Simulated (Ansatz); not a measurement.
Total energies of cyclo-(F2SiSe)3 (Si₃Se₃F₆) from Ansatz at r2SCAN0-D4/def2-TZVP, gas phase (1 Eh = 27.2114 eV = 2625.5 kJ/mol). The reference geometry is relaxed at PBE-D4/def2-SVP.

Cartesian coordinates in Å:
```
Si 1.4229 1.2657 0.4383
F 2.7158 2.0774 0.9862
F 0.5917 2.2265 -0.5700
Se 0.1791 0.8006 2.2911
Si -1.5631 -0.1448 1.1652
F -2.6748 -0.4730 2.2996
F -2.1911 0.9144 0.1098
Se -1.1542 -2.1373 0.1357
Si 0.2636 -1.2967 -1.4391
F 0.6226 -2.5520 -2.4012
F -0.4861 -0.1606 -2.3209
Se 2.2735 -0.5201 -0.6948
```

| state | geometry | energy (Eh) |
| --- | --- | --- |
| charge 0 singlet | reference | -8672.66328 |
| charge 1 doublet | reference | -8672.29668 |
| free Si atom (triplet) | – | -289.33969 |
| free F atom (doublet) | – | -99.72093 |
| free Se atom (triplet) | – | -2401.47217 |

Single mean-field runs in def2-TZVP are fitted with def2-universal-jkfit.

(1) Work out the vertical ionisation energy to the doublet.

(2) What is the binding energy per atom against free atoms?

(1) E(charge 1 doublet) − E(charge 0 singlet) = -8672.29668 − (-8672.66328) = 0.36660 Eh = 9.98 eV. For comparison, −ε of the highest occupied level is 8.35 eV at this level, 1.63 eV less.

(2) Atoms: 3 × (-289.33969) + 6 × (-99.72093) + 3 × (-2401.47217) = -8670.76116 Eh. Binding: -8670.76116 − (-8672.66328) = 1.90212 Eh = 51.76 eV, or 4.31 eV for each of 12 atoms (no zero-point energy, no counterpoise term).
